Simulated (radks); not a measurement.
Results of a calculation; reference values are marked as such.
Question: Ionisation of Si+, [Ne] 3s2 3p1, to Si2+, [Ne] 3s2, under several functionals. Scalar-relativistic Kohn-Sham, spin-unpolarised, spherical densities, point nucleus; a radial shooting solver on a logarithmic mesh with Libxc functionals. The NIST Atomic Spectra Database gives 16.346 eV (measured). Rank these functionals by the error of their Delta-SCF ionisation energy: B86b exchange with PBE correlation; AM05; Wu-Cohen GGA; exchange-only LDA; RPBE; BP86.

Answer: From best to worst: BP86 16.102 eV (-0.243); B86b exchange with PBE correlation 16.020 eV (-0.326); Wu-Cohen GGA 15.990 eV (-0.356); RPBE 15.969 eV (-0.376); AM05 15.941 eV (-0.405); exchange-only LDA 14.946 eV (-1.400). Spin polarisation and multiplet splitting are left out, so open shells lie too high by an amount that depends on their filling.

Beside tabulated values, note that spin-unpolarised runs miss the spin-polarisation part of the exchange energy of open shells.
